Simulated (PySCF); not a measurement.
Acid–base and redox partners of C=C=O. Isolated molecules, 0 K electronic values unless said otherwise. One relaxed conformer stands for each flexible species; it need not be the lowest. Strings in code marks are SMILES.

Quantity: vertical ionisation energy (energy after one electron is removed minus that of the parent at the parent's geometry), in eV.

Case: `C=C=[OH+]` (not the most basic site). Geometry of `C=C=[OH+]` (charge +1, multiplicity 1, Å):

```xyz
6

C     -0.9560     0.0356     0.0211
C      0.3105    -0.0403    -0.1342
O      1.5034    -0.1434    -0.4198
H     -1.5330    -0.8529     0.3136
H     -1.4746     0.9960    -0.1062
H      2.1497     0.0050     0.3254
```

Task: What is the computed vertical ionisation energy (energy after one electron is removed minus that of the parent at the parent's geometry) (minus the HOMO energy of B3LYP/6-31G* // PBE-D3(BJ)/def2-TZVP (PySCF))?

Result: 15.01 eV.
